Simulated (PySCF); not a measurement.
CH4AlI. Atoms are numbered in the order given.

```xyz
7

Al    -0.4410    -1.5599     0.0537
H     -1.5994    -2.1628    -0.8414
I      0.0173     0.8655    -0.2404
C      0.6364    -2.5406     1.3422
H      0.5393    -2.0981     2.3477
H      1.7057    -2.4835     1.0779
H      0.3534    -3.6031     1.4042
```

Coordinates come from a PBE0-D3(BJ)/def2-SVP optimisation. The geometry has at least one imaginary mode, so it is a saddle point at that level. The def2 effective core potentials stand for the cores of I; spin–orbit coupling is left out.

The numbers are results of PySCF with B3LYP/def2-TZVPD, not measurements.

Mulliken values depend strongly on the basis, most of all with diffuse functions as here. ESP charges are fitted to the potential on shells at 1.4 to 2.0 van der Waals radii. Atomic charges (e):

```csv
atom,Mulliken,ESP fit
Al1,0.38,…
H2,-0.08,-0.24
I3,-0.20,-0.26
C4,-0.83,…
H5,0.23,…
H6,0.23,…
H7,0.27,…
```

Q: Fill in the missing entries. (An estimate is asked for; the answer gives what the named calculation found.)

A: 
- Al1, ESP fit: 0.66
- C4, ESP fit: -0.40
- H5, ESP fit: 0.07
- H6, ESP fit: 0.08
- H7, ESP fit: 0.09
